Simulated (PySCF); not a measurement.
CH10N2Si2, SMILES [SiH3]N[SiH2]CN. Atoms are numbered in the order given.

```xyz
15

N     -2.3312    -0.7466     0.7147
C     -1.9421     0.6703     0.7449
Si    -0.4666     0.8967    -0.4260
N      0.6227    -0.3939    -0.0066
Si     2.3177    -0.6277    -0.2976
H     -3.0084    -0.9608     1.4469
H     -2.7877    -0.9727    -0.1698
H     -2.7590     1.3908     0.5280
H     -1.5767     0.9099     1.7585
H     -0.9674     0.8232    -1.8386
H      0.1928     2.2240    -0.2548
H      0.0889    -1.1759     0.3822
H      3.0007    -1.1664     0.9177
H      2.6131    -1.5759    -1.4181
H      2.9006     0.6996    -0.6483
```

Geometry: B3LYP-D3(BJ)/def2-SVP. The structure was generated by enumeration, and PubChem lists no compound with its InChIKey, so it may never have been made. Other conformers were not sampled.

Method: PBE/pcSseg-1 (PySCF).

GIAO shieldings, no solvent; atoms listed in one row are averaged. δ = σ(ref) − σ: ¹⁵N against NH3 (σ = 267.0 ppm); ¹³C against TMS (σ = 182.0 ppm); ²⁹Si against TMS (σ = 335.4 ppm); ¹H against TMS (σ = 31.49 ppm), references at their B3LYP-D3(BJ)/def2-TZVP geometries, non-relativistic.

Computed chemical shifts:
```
nucleus          atoms  count  δ (ppm)
-------  -------------  -----  -------
¹⁵N                 N1      1     29.1
¹⁵N                 N4      1      3.3
¹³C                 C2      1     35.6
²⁹Si               Si3      1    -30.4
²⁹Si               Si5      1    -56.6
¹H                 H10      1     5.23
¹H       H13, H14, H15      3     5.17
¹H                 H11      1     5.07
¹H                  H8      1     2.96
¹H                  H9      1     2.77
¹H                 H12      1     1.28
¹H                  H6      1     0.95
¹H                  H7      1     0.12
```
